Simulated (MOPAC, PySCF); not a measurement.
C10H9ClSi, SMILES `[SiH3]c1cc(Cl)c2ccccc2c1`, neutral singlet in the gas phase. 

Z-matrix (Å, degrees):
```
C
C 1 1.4181
C 2 1.3746 1 120.94
H 3 1.0924 2 120.14 1 -179.99
H 2 1.0930 3 120.54 4 0.01
C 3 1.4125 4 119.79 2 -180.00
C 6 1.3757 3 120.55 4 180.00
H 7 1.0909 6 120.74 3 -180.00
H 6 1.0925 7 119.75 8 0.01
C 7 1.4159 8 118.70 6 -180.00
C 1 1.4182 2 121.52 5 0.00
C 11 1.3809 1 121.65 2 179.99
H 11 1.0939 12 120.45 1 179.94
C 12 1.4209 11 118.65 13 179.96
C 14 1.3735 12 120.83 11 -0.02
H 14 1.0926 15 118.44 10 179.98
Cl 15 1.7348 14 118.76 16 -0.02
Si 12 1.8783 11 121.09 13 -0.10
H 18 1.4935 12 108.91 11 0.45
H 18 1.4954 19 109.44 13 -121.37
H 18 1.4956 19 109.39 20 -117.91
```
Charge 0, multiplicity 1.

All levels are single points at this geometry (PBE0-D4/def2-SVP); Pople sets use spherical d functions. Orbital energies aren't observables, and empty levels follow the basis.

B3LYP-D3(BJ)/def2-TZVP in PySCF gives gap (eV) = 4.55.

Question: Estimate the gap (eV) from each of these levels: PBE-D3(BJ)/def2-TZVP in PySCF; PBE0-D4/def2-TZVP in PySCF; B3LYP/3-21G in PySCF; B3LYP/6-311+G** in PySCF; B3LYP/6-31G* in PySCF; BP86/6-31G* in PySCF; PBE/6-31G* in PySCF; SVWN5/6-31G* in PySCF; HF/3-21G in PySCF; HF/STO-3G in PySCF; AM1 in MOPAC; PM6 in MOPAC.

Answer: 
| level | gap (eV) |
|---|---|
| PBE-D3(BJ)/def2-TZVP in PySCF | 3.23 |
| PBE0-D4/def2-TZVP in PySCF | 4.89 |
| B3LYP/3-21G in PySCF | 4.76 |
| B3LYP/6-311+G** in PySCF | 4.56 |
| B3LYP/6-31G* in PySCF | 4.65 |
| BP86/6-31G* in PySCF | 3.30 |
| PBE/6-31G* in PySCF | 3.30 |
| SVWN5/6-31G* in PySCF | 3.28 |
| HF/3-21G in PySCF | 10.23 |
| HF/STO-3G in PySCF | 11.46 |
| AM1 in MOPAC | 8.21 |
| PM6 in MOPAC | 8.09 |
